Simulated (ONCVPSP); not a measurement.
Er (Z = 68) ONCV: all-electron and pseudo phase curves

- Element: erbium (Er)
- Generator: ONCVPSP 4.0.1
- Type: optimised norm-conserving Vanderbilt (ONCV)
- Functional: LDA (Perdew-Wang 92)
- Relativity: scalar-relativistic
- Frozen core: [Kr] 4d10
- Valence charge: 22
- Reference configuration: 4f11.5 5s2 5p6 5d0.5 6s2
- Partial waves: 5s+6s: rc 1.94 bohr, ncon 4, nbas 7, qcut 5.7 1/bohr, 2 projectors; 5p: rc 2.05 bohr, ncon 4, nbas 9, qcut 6.8 1/bohr, 3 projectors, debl 3.5 Ha; 5d: rc 2.55 bohr, ncon 4, nbas 7, qcut 3.3 1/bohr, 1 projector; 4f: rc 0.85 bohr, ncon 3, nbas 7, qcut 17.6 1/bohr, 2 projectors, debl 3.8 Ha
- Local potential: polynomial inside 0.60 bohr (lpopt 5, dvloc0 4 Ha)
- Core correction: none

The phase is arctan(r·R′/R) of the radial function R(r), unwrapped; energies in Ha, scanned from -3 to 5 Ha. A pole is an energy at which the radial function vanishes at the test radius. The pseudo phase is shifted by a multiple of π to meet the all-electron one at the reference energy, and phase errors are pseudo minus all-electron; the curves can meet again beyond the range given. Levels narrower than the energy grid can be missing from the lists of poles. Where the grid stepped over a known ghost or core level, its pole and its step of π were put in at the level’s energy.

Task: For each channel, where are the poles, and over which energies does the pseudopotential scatter like the atom?

Result:

```tsv
channel	radius (bohr)	reference energy (Ha)	poles, all-electron	poles, pseudo	unbroken range about the reference energy with phases within 0.05 rad	phase error 1 Ha above the reference energy (rad)
s	1.97	-0.16	-1.63	-1.63, 3.92	below 3.7	-0.004
p	2.08	-1.04	-0.53	-0.53	the whole range	-0.000
d	2.59	-0.06	0.51, 4.06	-2.42, 0.53, 4.98	-2.4 to 1.2	+0.021
f	0.86	-0.24	2.73	2.73	the whole range	-0.000
```

Note: ghosts flagged at negative energy: s at -775.1 eV, p at -135.6 eV, d at -65.9 eV; GHOST(+) flagged for s at 114.8 eV. A true bound ghost makes a file unfit for plane-wave use.

Phases in the p channel:

```
E (Ha)  all-electron  pseudo
 -2.98         1.247   1.247
 -2.76         1.215   1.215
 -2.54         1.173   1.173
 -2.32         1.113   1.113
 -2.10         1.018   1.018
 -1.88         0.849   0.849
 -1.66         0.488   0.488
 -1.44        -0.275  -0.275
 -1.22        -0.981  -0.981
 -1.00        -1.304  -1.304
 -0.78        -1.463  -1.463
 -0.56        -1.560  -1.560
 -0.34        -1.629  -1.629
 -0.12        -1.687  -1.687
  0.10        -1.740  -1.740
  0.32        -1.795  -1.795
  0.54        -1.857  -1.857
  0.76        -1.933  -1.934
  0.98        -2.037  -2.037
  1.20        -2.191  -2.191
  1.42        -2.439  -2.439
  1.64        -2.848  -2.848
  1.86        -3.385  -3.385
  2.08        -3.826  -3.826
  2.30        -4.097  -4.097
  2.52        -4.260  -4.260
  2.74        -4.364  -4.364
  2.96        -4.437  -4.437
  3.18        -4.490  -4.490
  3.40        -4.530  -4.530
  3.62        -4.563  -4.563
  3.84        -4.590  -4.590
  4.06        -4.613  -4.613
  4.28        -4.632  -4.632
  4.50        -4.650  -4.650
  4.72        -4.665  -4.665
  4.94        -4.680  -4.680
```
